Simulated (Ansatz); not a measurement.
Mulliken charges of C$_{3}$H$_{6}$Te (`C=C(C)[TeH]`) from PBE/def2-TZVPP in Ansatz (PBE0-D4/def2-TZVP geometry).

| atom | x (Å) | y (Å) | z (Å) | charge (e) |
| --- | --- | --- | --- | --- |
| C1 | -1.400 | 0.637 | -0.281 | -0.232 |
| C2 | -0.172 | 0.135 | -0.277 | -0.030 |
| C3 | 0.390 | -0.693 | 0.829 | -0.251 |
| Te4 | 1.045 | 0.409 | -1.982 | 0.080 |
| H5 | -1.779 | 1.257 | -1.085 | 0.095 |
| H6 | -2.075 | 0.434 | 0.546 | 0.084 |
| H7 | -0.335 | -0.791 | 1.641 | 0.082 |
| H8 | 0.663 | -1.691 | 0.476 | 0.108 |
| H9 | 1.299 | -0.239 | 1.234 | 0.096 |
| H10 | 2.447 | 0.490 | -1.098 | -0.031 |

Question: By hand: the dipole of these point charges (1 e Å = 4.8032 D).

Answer: Σ q r = (0.065, -0.075, -0.012) e Å, of length 0.100 e Å = 0.48 D.

Question: How does the dipole of the full density compare? (An estimate is asked.)

Answer: Computed: (-0.033, -0.072, 0.193) e Å, 1.00 D; the point charges give 0.48 times that, at 87° from its direction.

Point charges leave out the atoms' own dipoles, such as those of lone pairs, and Mulliken's split depends on the basis, so the two needn't agree.
